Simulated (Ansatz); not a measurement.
Gas-phase electronic energies from Ansatz, PBE0-D4/def2-TZVP geometries. CCSD(T)/CBS is the MP2 limit (def2-TZVPP, def2-QZVPP) plus CCSD(T) − MP2 in def2-TZVPP, frozen cores. This one scheme is used for every species, atoms too. DFT in def2-TZVPP. B3LYP here is the variant with VWN-RPA as its local correlation; programs differ in this. HSE06 is defined as in plane-wave codes. Open shells (•) are unrestricted, without spin–orbit coupling. Spin–orbit coupling would lower the free atoms: a little for Si; clearly for Ge. For Ge outer-core shells are correlated without core-valence functions, so the limit isn't a true one: a few kJ/mol of doubt a bond, and 10 to 20 or more in all where bonds break to atoms. Scalar relativity is left out up to krypton.

Consider the atomization: `[SiH3][N][GeH3]`• → Ge• + 6 H• + N• + Si•.

| level | ΔE (kJ/mol) | difference from CCSD(T)/CBS |
| --- | --- | --- |
| LDA (SPW92) | 2756.1 | 294.0 |
| PBE-D4 | 2447.4 | -14.7 |
| revPBE-D4 | 2404.8 | -57.3 |
| BLYP-D4 | 2453.7 | -8.4 |
| r2SCAN-D4 | 2462.8 | 0.7 |
| PBE0-D4 | 2423.3 | -38.8 |
| B3LYP-D4 | 2469.5 | 7.4 |
| r2SCANh-D4 | 2449.7 | -12.4 |
| r2SCAN0-D4 | 2432.2 | -29.9 |
| HSE06-D4 | 2423.8 | -38.3 |
| BHLYP-D4 | 2429.3 | -32.8 |
| CAM-B3LYP-D4 | 2480.0 | 17.9 |
| ωB97X-V | 2489.2 | 27.1 |
| ωB97M-V | 2453.4 | -8.7 |
| B2PLYP | 2426.2 | -35.9 |
| PBE-QIDH | 2411.3 | -50.8 |
| PBE | 2430.6 | -31.5 |
| revPBE | 2356.6 | -105.5 |
| r2SCAN | 2458.8 | -3.3 |
| PBE0 | 2409.1 | -53.0 |
| B3LYP | 2442.3 | -19.8 |
| r2SCANh | 2445.4 | -16.7 |
| r2SCAN0 | 2427.5 | -34.6 |
| HSE06 | 2410.5 | -51.6 |
| BHLYP | 2407.2 | -54.9 |
| CAM-B3LYP | 2465.5 | 3.4 |
| LC-ωPBE | 2424.2 | -37.9 |
| HF/def2-SVP | 1741.5 | -720.6 |
| MP2/def2-SVP | 2222.5 | -239.6 |
| CCSD/def2-SVP | 2242.4 | -219.7 |
| CCSD(T)/def2-SVP | 2261.9 | -200.2 |
| HF/def2-TZVPP | 1770.3 | -691.8 |
| MP2/def2-TZVPP | 2358.9 | -103.2 |
| SCS-MP2/def2-TZVPP | 2405.1 | -57.0 |
| CCSD/def2-TZVPP | 2374.2 | -87.9 |
| CCSD(T)/def2-TZVPP | 2399.8 | -62.3 |
| HF/def2-QZVPP | 1775.6 | -686.5 |
| MP2/def2-QZVPP | 2396.5 | -65.6 |
| HF/CBS(def2) | 1776.4 | -685.7 |
| CCSD/CBS(def2) | 2436.6 | -25.5 |
| CCSD(T)/CBS | 2462.1 | 0 |

Largest T1 diagnostic among the species: 0.016.

From r2SCAN to r2SCAN0 (25 % exact exchange), in def2-TZVPP and without D4, ΔE moves by −31.3 kJ/mol: exact exchange takes away binding that semilocal exchange gives to molecules. The D4 term adds +27.2 kJ/mol with B3LYP and +14.2 kJ/mol with PBE0; it sums over pairs of atoms, weighted by their polarisabilities, and B3LYP, whose exchange is more repulsive, gets the larger term.

For atomizations the MP2-based limit and the directly extrapolated one differ by several kJ/mol either way, and by 10 to 25 for some Ge, Se and Sn compounds, so smaller differences from it don't rank the levels.
